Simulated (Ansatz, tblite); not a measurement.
Isomers of Al₄Sb₄ (singlet), found by a short tight-binding search and relaxed with r2SCAN-D4/def2-SVP in Ansatz.

In the def2 sets Sb takes a core potential; there is no spin–orbit coupling. The xTB rows come from tblite. Correlated methods freeze 36 core orbitals; core or outer-core shells of Sb are correlated, in sets that lack core-valence functions.

Run but left out: HF/def2-SVP (A: restricted singlet, unstable towards broken spin symmetry).

A: The restricted singlet is unstable towards broken spin symmetry in Hartree–Fock (as tested in another run); at PBE-D4/def2-TZVP, r2SCAN-D4/def2-TZVP, r2SCANh-D4/def2-TZVP, PBE0-D4/def2-TZVP this wasn't settled. At CCSD(T)/def2-SVP T1 of the charge 0 singlet is large (up to 0.021), so the single-reference result is doubtful. At CCSD(T)/def2-SVP the restricted singlet (for correlated methods, its reference) is unstable: a solution with broken spin symmetry lies lower. B: The restricted singlet is unstable towards broken spin symmetry in Hartree–Fock (as tested in another run); at PBE-D4/def2-TZVP, r2SCAN-D4/def2-TZVP, r2SCANh-D4/def2-TZVP, PBE0-D4/def2-TZVP this wasn't settled. At CCSD(T)/def2-SVP the restricted singlet (for correlated methods, its reference) is unstable: a solution with broken spin symmetry lies lower. C: The restricted singlet is unstable towards broken spin symmetry in Hartree–Fock (as tested in another run); at PBE-D4/def2-TZVP, r2SCAN-D4/def2-TZVP, r2SCANh-D4/def2-TZVP, PBE0-D4/def2-TZVP this wasn't settled. At CCSD(T)/def2-SVP the restricted singlet (for correlated methods, its reference) is unstable: a solution with broken spin symmetry lies lower.

Other spin states weren't relaxed.

A:

```
atom   x (Å)   y (Å)   z (Å)
 Al1   1.971   1.172   0.596
 Al2  -0.938  -2.785   0.608
 Al3  -0.034   2.586  -0.235
 Al4   0.131  -0.494  -0.960
 Sb5   1.217  -1.295   1.542
 Sb6   1.273   1.408  -2.252
 Sb7  -1.172   0.452   1.438
 Sb8  -2.447  -1.044  -0.736
```

B:

```tsv
atom	x (Å)	y (Å)	z (Å)
Al1	0.500	-0.981	-1.621
Al2	-0.512	2.302	1.664
Al3	-1.978	-0.849	-2.134
Al4	1.225	-2.270	0.557
Sb5	-0.774	1.569	-1.150
Sb6	1.070	-0.083	2.243
Sb7	-1.569	-0.583	0.640
Sb8	2.037	0.895	-0.200
```

C:

| atom | x (Å) | y (Å) | z (Å) |
| --- | --- | --- | --- |
| Al1 | 1.3617 | 2.3622 | -0.0274 |
| Al2 | 1.5726 | -0.7888 | -0.4850 |
| Al3 | -3.0833 | 0.1123 | 0.7891 |
| Al4 | 1.3411 | -2.0865 | 1.7346 |
| Sb5 | -0.2566 | 0.5742 | 1.5690 |
| Sb6 | -1.2017 | 0.6667 | -1.4032 |
| Sb7 | -1.0878 | -1.8825 | 0.2761 |
| Sb8 | 1.3540 | 1.0425 | -2.4532 |

Q: Estimate which lies lowest at each level, and how far above it the others are (kcal/mol).

A: 
| level | A | B | C |
| --- | --- | --- | --- |
| GFN1-xTB | 53.5 | 0.0 | 8.5 |
| PBE-D4/def2-TZVP | 0.0 | 6.2 | 12.4 |
| r2SCAN-D4/def2-TZVP | 0.0 | 12.4 | 18.7 |
| r2SCANh-D4/def2-TZVP | 0.0 | 12.1 | 18.1 |
| PBE0-D4/def2-TZVP | 0.0 | 7.3 | 13.1 |
| MP2/def2-SVP | 0.0 | 9.0 | 16.5 |
| CCSD/def2-SVP | 0.0 | 7.9 | 11.9 |
| CCSD(T)/def2-SVP | 0.0 | 9.2 | 14.6 |
Point groups (tolerance 0.1 Å): A not assigned, B not assigned, C not assigned. Lower isomers may exist.
